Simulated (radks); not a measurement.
The samarium ion Sm0.75+, configuration [Kr] 4d10 4f(up 3, down 3) 5s2 6s2 5p(up 3, down 2.25) (fractional occupations, a model configuration).

Method: scalar-relativistic Kohn-Sham, PBE, spin-polarised, spherical densities, point nucleus; computed with a radial shooting solver on a logarithmic mesh with Libxc functionals.

Energy parts (Ry):
| part | energy |
|---|---|
| total | -20852.9525 |
| kinetic | 22292.3405 |
| electron-nucleus | -50731.9394 |
| Hartree | 8056.6026 |
| exchange-correlation | -469.9562 |

Orbitals (lengths in bohr, moments of r in powers of bohr; r(max) is where P^2 peaks):
\begin{tabular}{lrrrrrr}
orbital & occ. & eigenvalue (Ry) & <r> & <r^2> & <r^4> & r(max) \\ \hline
1s up & 1 & -3431.552 & 0.02274 & 0.0007047 & 1.317e-06 & 0.01449 \\
1s down & 1 & -3431.548 & 0.02274 & 0.0007047 & 1.317e-06 & 0.01449 \\
2s up & 1 & -561.2436 & 0.09700 & 0.01111 & 0.0002120 & 0.08214 \\
2s down & 1 & -561.2417 & 0.09700 & 0.01111 & 0.0002120 & 0.08214 \\
2p up & 3 & -500.6853 & 0.08547 & 0.008917 & 0.0001572 & 0.06635 \\
2p down & 3 & -500.6822 & 0.08547 & 0.008917 & 0.0001572 & 0.06635 \\
3s up & 1 & -123.4154 & 0.2549 & 0.07424 & 0.008322 & 0.2336 \\
3s down & 1 & -123.4132 & 0.2549 & 0.07424 & 0.008322 & 0.2336 \\
3p up & 3 & -104.4873 & 0.2533 & 0.07434 & 0.008708 & 0.2290 \\
3p down & 3 & -104.4845 & 0.2533 & 0.07434 & 0.008708 & 0.2290 \\
3d up & 5 & -78.87633 & 0.2309 & 0.06274 & 0.007028 & 0.1877 \\
3d down & 5 & -78.87358 & 0.2309 & 0.06273 & 0.007028 & 0.1877 \\
4s up & 1 & -24.99419 & 0.5793 & 0.3787 & 0.2086 & 0.5394 \\
4s down & 1 & -24.98936 & 0.5793 & 0.3786 & 0.2085 & 0.5394 \\
4p up & 3 & -18.77730 & 0.6135 & 0.4280 & 0.2743 & 0.5630 \\
4p down & 3 & -18.77229 & 0.6134 & 0.4279 & 0.2740 & 0.5630 \\
4d up & 5 & -10.05902 & 0.6712 & 0.5229 & 0.4470 & 0.5875 \\
4d down & 5 & -10.05217 & 0.6708 & 0.5222 & 0.4452 & 0.5875 \\
5s up & 1 & -3.77832 & 1.400 & 2.201 & 7.156 & 1.259 \\
5s down & 1 & -3.73313 & 1.399 & 2.201 & 7.175 & 1.257 \\
5p up & 3 & -2.28077 & 1.631 & 3.015 & 14.05 & 1.425 \\
5p down & 2.25 & -2.23515 & 1.635 & 3.033 & 14.29 & 1.424 \\
4f up & 3 & -0.77114 & 0.9806 & 1.294 & 5.182 & 0.6140 \\
4f down & 3 & -0.75194 & 0.9755 & 1.282 & 5.155 & 0.6133 \\
6s up & 1 & -0.60526 & 3.776 & 16.00 & 381.1 & 3.344 \\
6s down & 1 & -0.59920 & 3.802 & 16.22 & 391.3 & 3.369 \\
\end{tabular}

The highest occupied level is 6s down at -8.153 eV. Spin moment in Bohr magnetons: 0.75. Summed over all electrons, <r^2> = 70.06 bohr^2, which gives a Langevin (diamagnetic) susceptibility term of -55.5 x 10^-6 cm^3/mol.
